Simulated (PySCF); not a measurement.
CH₃Se, SMILES C[Se] (connectivity only; charge and spin as stated), charge -1, multiplicity 1.

Geometry: PBE-D3(BJ)/def2-TZVPD. The multiplicity is an assumed one; other spin states were not compared. The isomer is the one that the SMILES or the coordinates give; other isomers of the formula were not compared.

Method: PBE-D3(BJ)/def2-TZVPD run with PySCF.

Frequencies are harmonic and unscaled.

Modes within 1.5 cm⁻¹ of each other (mostly degenerate sets) share a row, with their intensities summed.

Question: Give all harmonic wavenumbers and intensities. (An estimate is asked for; the answer gives what the named calculation found.)

Answer: 
| mode | ν (cm⁻¹) | IR (km/mol) | moving atoms (share of kinetic energy) |
|---|---|---|---|
| 1 | 559 | 2.4 | C 72 %, Se 16 %, H 12 % |
| 2–3 | 831 | 24.4 | H 87 %, C 13 % |
| 4 | 1202 | 37.3 | H 87 %, C 13 % |
| 5–6 | 1415 | 1.4 | H 94 % |
| 7 | 2931 | 164.9 | H 98 % |
| 8–9 | 2995 | 36.3 | H 90 %, C 10 % |
